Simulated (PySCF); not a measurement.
# Bond curve of BeSe⁺

Set-up: Be pcseg-2, Se pcseg-2; no relativity (PySCF 2.14). Energies in eV from Be⁺ + Se in their ground configurations at the same level. State: ²Π (doublet), unpaired electrons π ↑.

All columns are PW91. A positive dipole points towards Se; it is taken about the centre of mass and depends on that origin.

```json
{"R (Å)": "1.692", "E (eV)": "-2.441", "μ (D)": "-6.64", "Mulliken charge on Be (basis-dependent)": "0.56", "HOMO (eV)": "-13.15", "LUMO (eV)": "-12.91", "Mayer bond order": "1.91", "⟨S²⟩": "0.75"}
{"R (Å)": "1.771", "E (eV)": "-2.964", "μ (D)": "-6.97", "Mulliken charge on Be (basis-dependent)": "0.64", "HOMO (eV)": "-12.89", "LUMO (eV)": "-12.66", "Mayer bond order": "1.85", "⟨S²⟩": "0.75"}
{"R (Å)": "1.850", "E (eV)": "-3.262", "μ (D)": "-7.30", "Mulliken charge on Be (basis-dependent)": "0.70", "HOMO (eV)": "-12.67", "LUMO (eV)": "-12.43", "Mayer bond order": "1.78", "⟨S²⟩": "0.75"}
{"R (Å)": "1.909", "E (eV)": "-3.373", "μ (D)": "-7.53", "Mulliken charge on Be (basis-dependent)": "0.74", "HOMO (eV)": "-12.51", "LUMO (eV)": "-12.27", "Mayer bond order": "1.73", "⟨S²⟩": "0.75"}
{"R (Å)": "1.968", "E (eV)": "-3.412", "μ (D)": "-7.76", "Mulliken charge on Be (basis-dependent)": "0.77", "HOMO (eV)": "-12.36", "LUMO (eV)": "-12.12", "Mayer bond order": "1.69", "⟨S²⟩": "0.75"}
{"R (Å)": "2.027", "E (eV)": "-3.394", "μ (D)": "-7.97", "Mulliken charge on Be (basis-dependent)": "0.79", "HOMO (eV)": "-12.23", "LUMO (eV)": "-11.98", "Mayer bond order": "1.65", "⟨S²⟩": "0.75"}
{"R (Å)": "2.106", "E (eV)": "-3.303", "μ (D)": "-8.24", "Mulliken charge on Be (basis-dependent)": "0.82", "HOMO (eV)": "-12.06", "LUMO (eV)": "-11.82", "Mayer bond order": "1.60", "⟨S²⟩": "0.75"}
{"R (Å)": "2.204", "E (eV)": "-3.117", "μ (D)": "-8.55", "Mulliken charge on Be (basis-dependent)": "0.83", "HOMO (eV)": "-11.88", "LUMO (eV)": "-11.63", "Mayer bond order": "1.53", "⟨S²⟩": "0.76"}
{"R (Å)": "2.322", "E (eV)": "-2.833", "μ (D)": "-8.87", "Mulliken charge on Be (basis-dependent)": "0.84", "HOMO (eV)": "-11.69", "LUMO (eV)": "-11.44", "Mayer bond order": "1.46", "⟨S²⟩": "0.76"}
```

A fit through these points gives, at Re = 1.976 Å, μ = -7.79 D and dμ/dR = -3.71 D/Å; the reduced mass is 8.099 u.

Q: How strong is the fundamental in the double-harmonic approximation, I = 42.26·(dμ/dR)²/μred km/mol?

A: I = 42.26·(-3.71)²/8.099 = 71.8 km/mol at PW91.

Spin–orbit coupling is left out. For an ion De counts to the pair picked by the measured ionisation energies or electron affinities, which need not be the lowest pair at this level. The state is the lowest determinant that a PBE0 search found; another state may lie lower at other levels.
